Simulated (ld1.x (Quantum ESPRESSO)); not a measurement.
## Before and after: TM potential for iron (Fe)

- Element: Fe
- Generator: ld1.x (Quantum ESPRESSO) 7.5
- Type: norm-conserving Troullier–Martins (Kleinman–Bylander form)
- Functional: PBE
- Relativity: scalar-relativistic
- Frozen core: [Ar]
- Valence charge: 8
- Reference configuration: 3d6 4s1 4p0 (charge +1)
- Partial waves: 4s (bound): rc 2.40 bohr; 4p (bound, empty): rc 2.40 bohr; 3d (bound): rc 1.15 bohr
- Local potential: the d channel
- Core correction: none

Change: all radii scaled by about 1.13 (s 2.72, p 2.72, d 1.30 bohr).

Cutoffs: the cutoffs (Ry, on a coarse ladder) from which the occupation-weighted sum of valence levels, in a spherical-Bessel basis at the reference potential, stays within 10 and 1 mRy of its value at 400 Ry; they do not see the model core or the augmentation charge, which bear on the density cutoff. Errors are all-electron minus pseudo energies relative to the spin-unpolarised reference configuration.

Problem. What does the change do?

Solution. The potential gets softer (160 Ry and 230 Ry → 140 Ry and 200 Ry); both files keep a bound ghost (p, s); of the 7 tests that both files solve, the error grows in 0 and shrinks in 2 by more than 15 % and 0.3 meV (median size 14.9 → 8.2 meV). A larger radius leaves more room for a smooth pseudo-wave, so fewer plane waves are needed.

| quantity | base | changed |
| --- | --- | --- |
| cutoff, loose | 160 Ry | 140 Ry |
| cutoff, tight | 230 Ry | 200 Ry |
| loose cutoff by channel (10 mRy a level) | s 8 Ry, d 140 Ry | s 6 Ry, d 110 Ry |
| bound ghosts | s, p | s, p |
| error for 3d6 4s2 4p0, meV [ΔE -8.73 eV] | +15 | +16 |
| error for 3d6 4s0 4p0, meV [ΔE 16.20 eV] | +53 | +50 |
| error for 3d5 4s0 4p0, meV [ΔE 50.43 eV] | +70 | +7.9 |
| error for 3d5 4s2 4p1, meV [ΔE 0.02 eV] | -242 | -205 |
| error for 3d6 4s1.5 4p0, meV [ΔE -5.25 eV] | +5.5 | +5.7 |
| error for 3d6 4s1 4p1, meV [ΔE -4.62 eV] | +5.4 | +5.3 |
| error for 3d6.5 4s1.5 4p0, meV [ΔE -9.46 eV] | +9.6 | +8.2 |

Base: These tests converged, but a pseudo level misses the all-electron one widely, so the file describes the atom poorly there or has found another state: 3d5 4s0 4p0: empty 4p by 5.1 eV (a node warning on the way). Changed file: These tests converged, but a pseudo level misses the all-electron one widely, so the file describes the atom poorly there or has found another state: 3d5 4s0 4p0: empty 4p by 5.1 eV (a node warning on the way). A true bound ghost makes a file unfit for plane-wave use even where its test errors are small: the radial tests pick states by their node count and pass the ghost by.
